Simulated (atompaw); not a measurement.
## O (Z = 8): PAW (atompaw) pseudisation with PBE, scalar-relativistic reference atom.

```json
{
 "Element": "oxygen (O)",
 "Generator": "atompaw 4.2.0.5",
 "Type": "PAW",
 "Functional": "PBE",
 "Relativity": "scalar-relativistic",
 "Frozen core": "none",
 "Valence charge": "8",
 "Reference configuration": "1s2 2s2 2p4",
 "Partial waves": "1s (bound): rc 0.40 bohr; 2s (bound): rc 1.25 bohr; 2p (bound): rc 1.20 bohr; 2p channel at -0.25 Ry: rc 1.25 bohr; 3d channel at 0.15 Ry: rc 1.25 bohr; 3d channel at 2.3 Ry: rc 1.25 bohr",
 "Local potential": "troulliermartins scheme with l = 3 at 0 Ry, radius 1.20 bohr",
 "Core correction": "none",
 "Augmentation charge": "sinc compensation charge, radius 1.05 bohr; PAW radius 1.25 bohr; waves and projectors: custom rrkj vanderbiltortho"
}
```

All-electron outer shells of the reference configuration (PBE, scalar-relativistic, ld1.x):

| shell | level (eV) | outermost node (bohr) | outermost maximum (bohr) |
| --- | --- | --- | --- |
| 1s | -514.70 | – | 0.13 |
| 2s | -23.96 | 0.28 | 0.87 |
| 2p | -9.03 | – | 0.82 |

(1) Estimate the cutoffs (Ry, on a coarse ladder) from which the occupation-weighted sum of valence levels, in a spherical-Bessel basis at the reference potential, stays within 10 and 1 mRy of its value at 400 Ry.

(2) Does the potential have ghost states?

(3) Is the overlap operator S = 1 + Σ q|β⟩⟨β| positive definite (Bessel basis up to 400 Ry)?

(4) Which valence shell sets the plane-wave cutoff?

Results:

(1) over 300 Ry and over 300 Ry.

(2) No extra level below or beside the all-electron valence levels (s, p, d, f tested).

(3) Yes: its lowest eigenvalue is 0.52 (d channel).

(4) 1s: its level needs over 300 Ry to come within 1 mRy, against 50 Ry for 2p.
